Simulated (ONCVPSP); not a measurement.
**He ONCV: all-electron and pseudo phase curves**

```
Element                 : helium (He)
Generator               : ONCVPSP 4.0.1
Type                    : optimised norm-conserving Vanderbilt (ONCV)
Functional              : LDA (Perdew-Wang 92)
Relativity              : scalar-relativistic
Frozen core             : none
Valence charge          : 2
Reference configuration : 1s2
Partial waves           : 1s: rc 0.80 bohr, ncon 4, nbas 7, qcut 19.3 1/bohr, 2 projectors, debl 3.9 Ha; p scattering state at 0.25 Ha: rc 0.85 bohr, ncon 5, nbas 9, qcut 9.3 1/bohr, 1 projector
Local potential         : polynomial inside 0.50 bohr (lpopt 5, dvloc0 0 Ha)
Core correction         : none
```

The phase is arctan(r·R′/R) of the radial function R(r), unwrapped; energies in Ha, scanned from -2 to 5 Ha. A pole is an energy at which the radial function vanishes at the test radius. The pseudo phase is shifted by a multiple of π to meet the all-electron one at the reference energy, and phase errors are pseudo minus all-electron; the curves can meet again beyond the range given. Levels narrower than the energy grid can be missing from the lists of poles.

```tsv
channel	radius (bohr)	reference energy (Ha)	poles, all-electron	poles, pseudo	unbroken range about the reference energy with phases within 0.05 rad	phase error 1 Ha above the reference energy (rad)
s	0.81	-0.57	2.70	2.70	the whole range	-0.000
p	0.86	0.25	none	none	the whole range	+0.000
```

Note: ghosts flagged at negative energy: s at -13.8 eV; no localised positive-energy state flagged. A true bound ghost makes a file unfit for plane-wave use.

Phases in the s channel:

```csv
E (Ha),all-electron,pseudo
-1.98,-0.218,-0.217
-1.62,-0.427,-0.427
-1.26,-0.624,-0.624
-0.90,-0.798,-0.798
-0.54,-0.945,-0.945
-0.18,-1.067,-1.067
0.18,-1.168,-1.168
0.54,-1.253,-1.253
0.90,-1.324,-1.324
1.26,-1.385,-1.385
1.62,-1.439,-1.439
1.98,-1.487,-1.487
2.34,-1.531,-1.531
2.70,-1.571,-1.571
3.06,-1.609,-1.609
3.42,-1.645,-1.645
3.78,-1.681,-1.681
4.14,-1.716,-1.716
4.50,-1.752,-1.752
4.86,-1.789,-1.789
```
